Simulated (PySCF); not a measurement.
**Te⁺: excitation energy**

Te⁺ [Kr] 4d10 5s2 5p3 (4S) → Te⁺ [Kr] 4d10 5s1 5p3 5d1 (6D), as a difference of total energies. Calculation: PySCF 2.14, in aug-cc-pVTZ-PP with one added diffuse shell each of d, f type with ECP28MDF (6s5p5d3f, 67 functions); a scalar-relativistic core potential. Correlated levels: valence: 4s2 4p6 4d10 frozen. The calculations carry no spin-orbit coupling.

```
           method  excitation energy (eV)
              UHF                  15.596
              LDA                  18.554
              PBE                  18.062
             PBE0                  17.725
           r2SCAN                  17.635
          r2SCAN0                  17.463
              M06                  18.505
             BLYP                  18.564
        BHandHLYP                  17.988
    MP2 (valence)                  16.727
SCS-MP2 (valence)                  17.077
```

Problem. How much does correlation contribute at MP2 (valence)?

Solution. 16.727 − (15.596) = 1.131 eV, measured against UHF.

The promoted electron is Rydberg-like, and one or two diffuse shells describe it only roughly, which tends to raise the upper state.
